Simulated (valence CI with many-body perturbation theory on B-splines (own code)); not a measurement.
# Questions on Ta⁶⁷⁺

Calculated by configuration interaction combined with many-body perturbation theory (CI+MBPT): four valence electrons over a frozen Dirac-Fock core [He], a basis of 11 s, 11 p, 10 d, 8 f, 5 g, 2 h functions for each j, with the one-electron correlation potential Σ1 (screened to all orders), the two-electron term Σ2, the three-electron term Σ3, Breit, model QED; selected single and double excitations, second order for the rest, scaled by the run's own slope (own B-spline code, finite nucleus).

The last digits are not significant, and no measured levels were compared; by estimate large intervals hold to a few tenths of a per cent, small ones and those within an open d or f shell to about a per cent. Among the levels kept, up to 1300 cm⁻¹ of a level comes from second order outside the variational space, and about a tenth of that is noise between levels of different J, which matters for small intervals.

Levels are named by their leading jj configuration (3d3/2^4 stands for four electrons in 3d with j = 3/2), which in mixed levels can hold well under half, so a name can repeat and another be missing.

Rates and lifetimes use the calculated energies. Strong lines usually hold to 10 to 20 %, long lifetimes can be off by a factor of two.

Q: What is the ground level?

A: (2s^2 2p1/2^2) J=0, composition 68 % 2s2.2p2 3P + 32 % 2s2.2p2 1S.

Q: Where does the other parity begin?

A: At (2s 2p1/2^2 2p3/2) J=2, 1620 eV.

Q: What is the ionisation energy?

A: 17845 eV; NIST lists 17840 ± 40 eV (theoretical).

Q: Name the longest-lived excited levels whose lifetime is computed, and their main decay.

A: (2s^2 2p1/2 2p3/2) J=2 at 1343 eV lives 14.1 ns, mostly by E2 to (2s^2 2p1/2^2) J=0; (2s^2 2p1/2 2p3/2) J=1 at 1325 eV lives 69.8 ps, mostly by M1 to (2s^2 2p1/2^2) J=0; (2s 2p1/2^2 2p3/2) J=2 at 1620 eV lives 31.2 ps, mostly by E1 to (2s^2 2p1/2 2p3/2) J=1.

Q: How well does LS coupling describe the low levels?

A: Among the lowest 20 levels the leading LS term, summed over configurations, holds 67 % on average. For single configurations the figures are 67 % in LS and 100 % in jj coupling. Terms mix most in the J = 1 level at 1707 eV, where the leading one holds 31 %.
